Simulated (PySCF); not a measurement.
UHF on O (oxygen, neutral)

Configuration: [He] 2s2 2p4, high-spin 3P determinant. Computed with PySCF 2.14 in x2c-TZVPall (5s3p2d1f, 31 functions), with scalar relativity by spin-free X2C-1e.

```json
{"Total energy": "-74.867874 hartree", "One-electron energy": "-103.3307 hartree", "Hartree (Coulomb) energy": "36.6907 hartree", "Exchange energy": "-8.2279 hartree", "⟨S²⟩": "2.0082", "⟨L²⟩": "2.014", "Sum of ⟨r⟩": "7.604 bohr", "Sum of ⟨r²⟩": "11.14 bohr²", "Traceless quadrupole moment −½Σ⟨3z² − r²⟩ along its main axis": "-0.942 e·bohr²", "Langevin diamagnetic susceptibility": "-8.83 ×10⁻⁶ cm³/mol", "Time after the integrals": "0.07 s of wall time on 1 thread of Neoverse-V2 (shared host)"}
```

```tsv
shell	electrons	mean orbital energy (eV)	spread (eV)	rms radius, mean of both spins (bohr)
1s α	1	-563.84	0	0.230
1s β	1	-561.69	0	0.230
2s α	1	-38.592	0	1.26
2s β	1	-29.289	0	1.26
2p α	3	-18.390	2.700	1.40
2p β	1	-14.165	0	1.40
```
